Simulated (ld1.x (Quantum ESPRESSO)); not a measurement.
iodine, PAW: configuration errors across variants

- Element: I (Z = 53)
- Generator: ld1.x (Quantum ESPRESSO) 7.5
- Type: PAW
- Functional: LDA (PZ)
- Relativity: scalar-relativistic
- Frozen core: [Kr]
- Valence charge: 17
- Reference configuration: 4d10 5s2 5p5
- Partial waves: 5s (bound): rcut 1.35, rcutus 1.75 bohr; 5s channel at -0.55 Ry: rcut 1.35, rcutus 1.75 bohr; 5p (bound): rcut 1.85, rcutus 2.30 bohr; 5p channel at 0.2 Ry: rcut 1.85, rcutus 2.30 bohr; 4d (bound): rcut 1.05, rcutus 1.30 bohr; 4d channel at -1 Ry: rcut 1.05, rcutus 1.30 bohr
- Local potential: all-electron potential smoothed inside 1.90 bohr (lloc = -1)
- Core correction: Bessel-smoothed model core inside 1.05 bohr
- Augmentation charge: BESSEL, radius 1.15 bohr

All-electron excitation energies from the reference (eV): (1) 4d10 5s2 5p4 11.305; (2) 4d10 5s2 5p3 31.369; (3) 4d10 5s2 5p2 60.983; (4) 4d10 5s1 5p5 22.374; (5) 4d9 5s2 5p5 58.313; (6) 4d9 5s2 5p6 45.775; (7) 4d10 5s1 5p6 10.512; (8) 4d10 5s2 5p5 spin -0.121; (9) 4d10 5s2 5p4 spin 10.743.

Spin tests fill each open shell by Hund’s rule, majority spin first.

Errors AE − PS in meV (a dash: test not solved or not reliable):

| change | (1) | (2) | (3) | (4) | (5) | (6) | (7) | (8) | (9) | bound ghosts |
| --- | --- | --- | --- | --- | --- | --- | --- | --- | --- | --- |
| base | -2.8 | -6.3 | -10 | -2.7 | +31 | +70 | +2.4 | +0.5 | +0.1 | none |
| core correction a·sin(br)/r model core, default radius (ld1.x builds one for every PAW set, though the input has nlcc=.false.) | -2.8 | -6.1 | -9.2 | -3.1 | +3.4 | +38 | +1.9 | +0.8 | +1.6 | none |
| core correction Bessel-smoothed model core inside 0.52 bohr | -2.8 | -6.2 | -10 | -2.6 | +34 | +72 | +2.5 | +0.5 | +0.1 | none |
| core correction Bessel-smoothed model core inside 0.62 bohr | -2.8 | -6.3 | -10 | -2.7 | +32 | +70 | +2.4 | +0.6 | +0.1 | none |
| core correction Bessel-smoothed model core inside 0.74 bohr | -2.8 | -6.4 | -10 | -2.7 | +30 | +68 | +2.4 | +0.5 | 0.0 | none |
| core correction Bessel-smoothed model core inside 0.94 bohr | -2.8 | -6.3 | -10 | -2.7 | +32 | +70 | +2.4 | +0.5 | +0.1 | none |
| core correction Bessel-smoothed model core inside 1.04 bohr | -2.8 | -6.3 | -10 | -2.7 | +31 | +70 | +2.4 | +0.5 | +0.1 | none |
| core correction Bessel-smoothed model core inside 1.30 bohr | -2.8 | -6.4 | -11 | -2.7 | +26 | +64 | +2.4 | +0.5 | 0.0 | none |
| core correction Bessel-smoothed model core inside 1.46 bohr | -2.8 | -6.6 | -11 | -2.6 | +21 | +58 | +2.3 | +0.5 | 0.0 | none |
| core correction Bessel-smoothed model core inside 1.54 bohr | -2.8 | -6.7 | -11 | -2.7 | +18 | +53 | +2.3 | +0.5 | 0.0 | none |

**Question.** Give the same row for: core correction Bessel-smoothed model core inside 1.16 bohr.

**Answer.** -2.8, -6.4, -11, -2.7, +30, +68, +2.4, +0.5, 0.0; bound ghosts: none.
